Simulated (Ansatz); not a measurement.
C2H10N2Si, SMILES `C[SiH](N)CN`, relaxed with RKS PBE-D4/def2-SVP in Ansatz from a rough embedded geometry. The force threshold is 0.03 eV/Å; the program also tests the step.

Charge 0, multiplicity 1.

Start:

```xyz
15

C     0.726    1.378    1.086
Si   -0.023    0.652   -0.367
N    -1.705    0.635   -0.163
C     0.592   -1.165   -0.749
N     0.167   -2.030    0.305
H     1.876    1.447    1.001
H     0.575    0.775    2.012
H     0.411    2.366    1.292
H     0.176    1.490   -1.511
H    -2.175    0.362   -1.043
H    -2.068    1.548    0.076
H     0.215   -1.453   -1.680
H     1.747   -1.074   -0.736
H    -0.850   -1.949    0.457
H     0.334   -2.982    0.019
```

| step | energy (eV) | largest force (eV/Å) | largest move (Å) |
| --- | --- | --- | --- |
| 1 | -13077.8385 | 3.505 | 0.000 |
| 2 | -13078.4415 | 1.133 | 0.195 |
| 3 | -13078.5361 | 0.278 | 0.100 |
| 4 | -13078.5445 | 0.133 | 0.035 |
| 5 | -13078.5470 | 0.087 | 0.047 |
| 6 | -13078.5483 | 0.047 | 0.019 |
| 7 | -13078.5487 | 0.016 | 0.019 |

End:

```xyz
15

C     0.768    1.350    1.125
Si    0.030    0.682   -0.472
N    -1.716    0.588   -0.248
C     0.578   -1.112   -0.773
N     0.163   -1.913    0.379
H     1.861    1.500    1.014
H     0.603    0.609    1.932
H     0.322    2.321    1.426
H     0.477    1.529   -1.649
H    -2.281    0.348   -1.069
H    -2.163    1.373    0.236
H     0.197   -1.451   -1.775
H     1.689   -1.118   -0.864
H    -0.848   -1.789    0.523
H     0.319   -2.915    0.216
```

Hardware: 4 threads of an Arm Neoverse V1 on a shared host. Wall time 12 s, peak host memory 0.17 GiB.
